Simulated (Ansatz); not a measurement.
One change: `O[SiH2]CCl` becomes `N[SiH2]CCl`.

Ansatz, PBE0-D4/def2-TZVP geometries, multiplicity 1. Each molecule was computed in one conformer, which needn't be the lowest.

| property | `O[SiH2]CCl` |
| --- | --- |
| LUMO energy (PBE0/def2-TZVPP) / eV | -0.02 |
| LUMO energy (B3LYP/def2-TZVPP) / eV | -0.27 |
| HOMO energy (ωB97M-V/def2-TZVPP) / eV | -10.43 |
| HOMO–LUMO gap (PBE0/def2-TZVPP) / eV | 8.15 |
| HOMO–LUMO gap (ωB97M-V/def2-TZVPP) / eV | 12.21 |
| HOMO–LUMO gap (PBE/def2-TZVPP) / eV | 5.80 |

Give the same properties after the change, and the shifts. (Estimate.)

Computed: 
| property | `N[SiH2]CCl` | shift |
| --- | --- | --- |
| LUMO energy (PBE0/def2-TZVPP) / eV | 0.34 | 0.36 |
| LUMO energy (B3LYP/def2-TZVPP) / eV | 0.08 | 0.35 |
| HOMO energy (ωB97M-V/def2-TZVPP) / eV | -9.77 | 0.66 |
| HOMO–LUMO gap (PBE0/def2-TZVPP) / eV | 7.79 | -0.36 |
| HOMO–LUMO gap (ωB97M-V/def2-TZVPP) / eV | 11.75 | -0.46 |
| HOMO–LUMO gap (PBE/def2-TZVPP) / eV | 5.42 | -0.38 |

With PBE0 the HOMO rises by 0.72 eV and the LUMO rises by 0.36 eV, so the gap narrows by about 0.36 eV. PBE moves the HOMO by 0.74 eV and ωB97M-V by 0.66 eV. The zero-point energy changes by 30.6 kJ/mol with +3 modes.

B3LYP here is the variant with VWN-RPA as its local correlation; programs differ in this.
